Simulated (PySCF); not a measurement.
CF₃O₂S, SMILES O=[S](=O)C(F)(F)F (connectivity only; charge and spin as stated), charge -1, multiplicity 1. Heavy atoms are numbered as in [O:1]=[S:2](=[O:3])[C:4]([F:5])([F:6])[F:7].

Coordinates come from a PBE0-D3(BJ)/def2-SVPD optimisation. The multiplicity is an assumed one; other spin states were not compared. The isomer is the one that the SMILES or the coordinates give; other isomers of the formula were not compared.

The numbers are results of PBE0/pcSseg-1 (PySCF), not measurements.

GIAO shieldings, no solvent; atoms alike by connectivity are averaged. δ = σ(ref) − σ: ¹⁷O against H2O (σ = 334.2 ppm); ³³S against H2S (σ = 716.7 ppm); ¹³C against TMS (σ = 186.3 ppm); ¹⁹F against CFCl3 (σ = 167.2 ppm), references at their B3LYP-D3(BJ)/def2-TZVP geometries, non-relativistic.

| atoms | nucleus | count | δ (ppm) |
|---|---|---|---|
| O1 | ¹⁷O | 2 | ? |
| S2 | ³³S | 1 | 735.6 |
| C4 | ¹³C | 1 | 135.8 |
| F5 | ¹⁹F | 3 | ? |

Some entries are withheld; supply them. (Estimate from the structure and the level; the computed values follow.)


- O1, δ (ppm): 217.8
- F5, δ (ppm): -114.0
